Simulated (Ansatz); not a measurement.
Isolated molecules relaxed with PBE0-D4/def2-TZVP in Ansatz; ΔE leaves out vibrations. CBS: MP2 limit from def2 TZ/QZ plus the TZ coupled-cluster correction, frozen cores. This one scheme is used for every species, atoms too. For atomizations the MP2-based limit and the directly extrapolated one differ by several kJ/mol either way, and by 10 to 25 for some Ge, Se and Sn compounds, so smaller differences from it don't rank the levels. DFT in def2-TZVPP. HSE06 is defined as in plane-wave codes. Open shells (•) are unrestricted, without spin–orbit coupling. Spin–orbit coupling would lower the free atoms: a little for B, C, Si. Each species was taken in one conformer, which may not be the lowest.

Consider the atomization: `CBCC[SiH3]` → B• + 3 C• + 11 H• + Si•.

| level | ΔE (kJ/mol) |
| --- | --- |
| revPBE-D4 | 5792.1 |
| B97M-V | 5871.6 |
| r2SCAN | 5856.5 |
| HSE06 | 5839.4 |
| HF/def2-SVP | 4575.8 |
| MP2/def2-SVP | 5604.8 |
| MP2/def2-TZVPP | 5744.4 |
| HF/def2-QZVPP | 4531.3 |

(1) What does CCSD(T)/CBS give? (Estimate.)

Largest T1 diagnostic among the species: 0.014.

## Answers

(1) Computed: +5836.7 kJ/mol. The listed levels differ from it by -44.6, 34.9, 19.8, 2.7, -1260.9, -231.9, -92.3, -1305.4 kJ/mol.

From r2SCAN to r2SCAN0 (25 % exact exchange), in def2-TZVPP and without D4, ΔE moves by −36.3 kJ/mol: exact exchange takes away binding that semilocal exchange gives to molecules. In def2-TZVPP, CCSD(T) changes the Hartree–Fock value by +1193.2 kJ/mol (the triples alone add +55.6 kJ/mol) and MP2 by +1218.5 kJ/mol; breaking electron pairs costs correlation energy, which Hartree–Fock lacks.
